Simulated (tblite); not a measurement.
C4H9F3OSi.
Structure used (GFN2-xTB), in Å, numbered top down from 1:
```xyz
18
C4H9F3OSi angstrom
C      3.0521    0.0930    0.4702
C      1.6751    0.6579    0.1484
C      0.6029   -0.4143    0.2588
O     -0.6644    0.1821   -0.0702
C     -1.7299   -0.6267   -0.0748
F     -1.8720   -1.2971    1.1204
F     -1.5653   -1.6672   -0.9734
Si    -3.2861    0.4393   -0.5007
F     -3.3526    1.5439    0.6560
H      3.0763   -0.3032    1.4827
H      3.3056   -0.7095   -0.2187
H      3.8067    0.8708    0.3868
H      1.6621    1.0620   -0.8647
H      1.4302    1.4689    0.8351
H      0.8019   -1.2376   -0.4367
H      0.5555   -0.8141    1.2780
H     -3.0283    1.1349   -1.7452
H     -4.4786   -0.3768   -0.3747
```

Method: GFN2-xTB as coded in tblite; computed harmonic values from a numerical Hessian at the method's own geometry, unscaled. Against measured fundamentals such values can be off by several per cent, at times by over 20. Modes of hydrogen on silicon can be 10 to 20 % off. One conformer, not necessarily the lowest.

Harmonic wavenumbers (cm⁻¹): 26.0, 42.2, 49.9, 75.1, 119.4, 163.3, 182.7, 227.8, 244.7, 287.0, 363.9, 434.7, 472.8, 489.9, 524.4, 565.2, 698.0, 731.1, 747.8, 793.5, 849.3, 898.0, 902.9, 938.3, 1004.9, 1052.7, 1096.9, 1143.2, 1151.9, 1169.0, 1229.6, 1268.2, 1302.8, 1364.3, 1414.5, 1474.1, 1492.1, 1499.8, 1502.5, 2383.5, 2396.6, 2922.6, 2938.8, 2993.1, 3004.6, 3037.5, 3040.6, 3047.4.

A = 2303, B = 672.2, C = 597.4 MHz; mass 158.037 u (most abundant isotopes); point group C1, symmetry number 1.

Q: What is the zero-point energy?

A: Half the sum of the wavenumbers: 27880 cm⁻¹ = 79.71 kcal/mol.

Q: Entropy at 298.15 K, 1 bar (ideal gas, RRHO, classical rotation)?

A: Translation 41.11, rotation 30.23, vibration 39.83: S = 111.2 cal/(mol K).

Q: And Cp and H(298.15 K) − H(0)?

A: Cp = 42.38 cal/(mol K), of which vibrations give 34.43 (their classical limit is 48 R = 95.4); H(298.15 K) − H(0) = 8.04 kcal/mol without the zero-point energy, 5.67 from vibrations.

Q: What must be added to the electronic energy to get the Gibbs energy at 298.15 K and 1 bar?

A: ZPE + [H(298.15 K) − H(0)] − T·S = 79.71 + 8.04 − 33.15 = 54.60 kcal/mol.

Q: How do the functions run with temperature in this model?

A: 
```csv
T (K),S (cal/(mol K)),Cp (cal/(mol K)),H − H(0) (kcal/mol),G − H(0) (kcal/mol),ln q(vib)
150,87.7,27.7,2.84,-10.30,5.42
250,104.1,37.7,6.11,-19.92,8.91
400,125.0,51.6,12.84,-37.14,13.65
600,148.7,65.3,24.62,-64.57,19.46
900,177.8,78.1,46.31,-113.70,27.26
```

q(vib) and H(0) count from the zero-point level.

Hindered rotation and anharmonicity are outside this model. Other conformers, if any are populated, would add a mixing term that is left out. The structure is chiral; the term R ln 2 for an equal mix with its mirror image is left out.
